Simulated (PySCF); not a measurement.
# Polarisability and C₆ of Si²⁺ (silicon, charge +2)

[Ne] 3s2, closed-shell 1S. Calculation: PySCF 2.14, in aug-cc-pwCVTZ (8s7p5d3f, 75 functions); no relativity, point nucleus. Coupled (time-dependent) response in atomic units; α is the mean over directions.

```csv
method,mean α (bohr³),C₆ (like pair),S(−4)
UHF,12.54,44.74,91.48
PBE,11.67,40.00,80.47
PBE0,11.92,41.31,83.73
B3LYP,11.50,39.18,78.10
BLYP,11.31,38.20,75.66
```

S(−4) is the Cauchy moment in α(ω) = α(0) + S(−4) ω² + …

α(iu) at B3LYP:

```csv
u (hartree),α(iu) (bohr³)
0,11.50
0.0500,11.31
0.100,10.77
0.200,9.059
0.300,7.178
0.500,4.364
0.750,2.536
1.00,1.648
1.50,0.8862
2.00,0.5802
3.00,0.3325
5.00,0.1716
```

For an ion, C₆ is the dispersion term alone; charge-induced terms of lower order in 1/R come first.
